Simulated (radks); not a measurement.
All-electron atom: the carbon ion C3+ in [He] 2s1.

Method: scalar-relativistic Kohn-Sham, PBE, spin-unpolarised, spherical densities, point nucleus; without spin polarisation the odd electron is poorly described; computed with a radial shooting solver on a logarithmic mesh with Libxc functionals.

Energy parts (hartree):
part                     energy
total                 -34.70686
kinetic                34.67663
electron-nucleus      -74.80500
Hartree                 9.32863
exchange-correlation   -3.90712

Orbitals (lengths in bohr, moments of r in powers of bohr; <r^-3> diverges for s and p1/2; r(max) is where P^2 peaks; r(90%) holds 90 % of the orbital's charge):
orbital  occ.  eigenvalue (hartree)  r(90%)  <r^-3>  <1/r>  r(max)
1s          2             -12.19650   0.483       -  5.666  0.1737
2s          1              -2.06185    1.97       -  1.135   1.081

The highest occupied level is 2s at -56.106 eV. For comparison, the ionisation energy in NIST's Atomic Spectra Database is 64.494 eV (measured). In exact Kohn-Sham theory the highest level is minus the ionisation energy, but local and semilocal functionals leave it too shallow, through self-interaction and a potential that decays too fast; potentials with the right tail come closer. Summed over all electrons, <r^2> = 2.123 bohr^2, which gives a Langevin (diamagnetic) susceptibility term of -1.68 x 10^-6 cm^3/mol.
